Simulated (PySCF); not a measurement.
From computed data to an observable: oscillator strength and radiative lifetime

C₂H₉FSi₂, SMILES F[SiH2][SiH2]CC.

Geometry optimised at PBE0-D3(BJ)/def2-SVP. The structure was generated by enumeration, and PubChem lists no compound with its InChIKey, so it may never have been made. Other conformers were not sampled.

TDDFT-ωB97X/def2-SVPD (PySCF) puts the first singlet state with f over 0.02 at 7.41 eV (vertical), with the transition dipole (0.029, 0.381, 0.291) in atomic units.

Problem. Find the oscillator strength, the wavelength and the radiative lifetime that this transition would have in vacuum if emission retraced absorption.

Solution. 
|μ|² = 0.2307 au, so |μ| = 1.22 D. ΔE = 7.41/27.211 = 0.2723 hartree. f = (2/3) ΔE |μ|² = 0.042 (the program prints 0.042).
λ = 1239.84/7.41 = 167 nm; ν = 59766 cm⁻¹.
Einstein's coefficient A = 0.6670 ν² f s⁻¹ (ν in cm⁻¹) = 1.0e8 s⁻¹, so τ = 1/A = 10 ns. This state is S2; the lower singlet has f = 0.018. The figure is the radiative limit of this one transition; relaxation, internal conversion, crossing to triplets and a medium change what is measured.
